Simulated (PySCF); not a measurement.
3-tert-butylpyridine, C9H13N.
InChI=1S/C9H13N/c1-9(2,3)8-5-4-6-10-7-8/h4-7H,1-3H3

Theory: PBE0-D3(BJ)/def2-SVP geometry optimisation, gas phase (PySCF).

Take the most abundant isotopes and a rigid rotor. 

(1) What are A, B and C (cm⁻¹)?

(2) What kind of rotor is it?

(3) Is it planar, by Δ = Ic − Ia − Ib?

(4) Give the other two planar moments, Paa and Pbb, and the rms extents of the mass along the axes.

(5) Where do the levels up to J = 5 lie, in K?

(6) Which types of transition are allowed, and where do some lines up to J = 4 fall?

## Answers

(1) Ia = 194.69, Ib = 524.19, Ic = 607.77 u·Å²; 505379 MHz·u·Å²/I gives 2596, 964.1 and 831.5 MHz, that is A = 0.08658, B = 0.03216, C = 0.02774 cm⁻¹.

(2) An asymmetric top; Ray's κ = -0.850.

(3) Not planar: Δ = Ic − Ia − Ib = -111.11 u·Å². For a rigid frame Δ = −2 Σ m c², so Σ m c² = 55.56 u·Å² lies off the ab plane: 17.72 from hydrogen and 37.83 from heavier atoms. The atom farthest from that plane is 2.17 Å away.

(4) Paa = Σ m a² = (Ib + Ic − Ia)/2 = 468.63 and Pbb = Σ m b² = (Ia + Ic − Ib)/2 = 139.14 u·Å². With the mass M = 135.10 u, the rms extents √(P/M) along a, b and c are 1.86, 1.01, 0.64 Å.

(5) Above 0(0,0), as E/k:
J = 1: 1(0,1) 0.086, 1(1,1) 0.164, 1(1,0) 0.171
J = 2: 2(0,2) 0.258, 2(1,2) 0.330, 2(1,1) 0.350, 2(2,1) 0.584, 2(2,0) 0.585
J = 3: 3(0,3) 0.515, 3(1,3) 0.579, 3(1,2) 0.617, 3(2,2) 0.843, 3(2,1) 0.845, 3(3,1) 1.251, 3(3,0) 1.251
J = 4: 4(0,4) 0.856, 4(1,4) 0.911, 4(1,3) 0.974, 4(2,3) 1.187, 4(2,2) 1.193, 4(3,2) 1.596, 4(3,1) 1.596, 4(4,1) 2.166, 4(4,0) 2.166
J = 5: 5(0,5) 1.280, 5(1,5) 1.324, 5(1,4) 1.419, 5(2,4) 1.617, 5(2,3) 1.630, 5(3,3) 2.028, 5(3,2) 2.029, 5(4,2) 2.598, 5(4,1) 2.598, 5(5,1) 3.330, 5(5,0) 3.330
Those of J = 1 are B + C, A + C and A + B.

(6) The dipole components are |μa| = 1.61 D, |μb| = 1.79 D, |μc| = 0.00 D; the mirror of this Cs structure is the ab plane, so μc vanishes by symmetry and there are no c-type lines. The squared components, which scale the intensities, stand as 0.81 : 1.00 (a : b). Some lines, for components of 0.1 D or more:

```tsv
type	branch	J(Ka,Kc)	MHz	lower level (cm⁻¹)
a	Q	3(1,2) ← 3(1,3)	795	0.403
a	Q	4(1,3) ← 4(1,4)	1324	0.633
b	Q	2(1,1) ← 2(0,2)	1905	0.179
b	R	1(1,1) ← 0(0,0)	3427	0.000
a	R	2(1,2) ← 1(1,1)	3459	0.114
a	R	2(0,2) ← 1(0,1)	3584	0.060
b	R	3(0,3) ← 2(1,2)	3849	0.230
b	Q	4(2,2) ← 4(1,3)	4561	0.677
b	Q	2(2,0) ← 2(1,1)	4903	0.243
a	R	3(0,3) ← 2(0,2)	5356	0.179
a	R	3(2,2) ← 2(2,1)	5387	0.406
a	R	3(1,2) ← 2(1,1)	5581	0.243
a	R	4(1,4) ← 3(1,3)	6903	0.403
a	R	4(3,2) ← 3(3,1)	7197	0.869
a	R	4(3,1) ← 3(3,0)	7199	0.869
a	R	4(2,2) ← 3(2,1)	7253	0.587
b	Q	3(3,0) ← 3(2,1)	8456	0.587
b	R	2(2,1) ← 1(1,0)	8619	0.119
b	R	3(2,2) ← 2(1,1)	10282	0.243
b	R	3(2,1) ← 2(1,2)	10718	0.230
b	R	4(2,3) ← 3(1,2)	11878	0.429
b	R	3(3,0) ← 2(2,1)	13882	0.406
b	R	4(4,1) ← 3(3,0)	19069	0.869
```

Whether it is a minimum is left open (no frequencies). These are rigid-rotor constants of the computed structure; measured ground-state constants (B0) also hold zero-point vibration. A rigid rotor knows nothing of internal rotation, which can split or shift real lines. Quadrupole hyperfine structure (14N) is left out.

On an Intel Xeon Platinum 8375C at 2.90 GHz with one thread, no GPU, shared host, this took 93 s of wall time and 0.94 GiB of memory at its peak. These figures are those of the optimisation.

The values belong to the conformer `[CH3:1][C:2]([CH3:3])([CH3:4])[c:5]1[cH:6][cH:7][cH:8][n:9][cH:10]1`: C1–C2–C5–C6 0°.
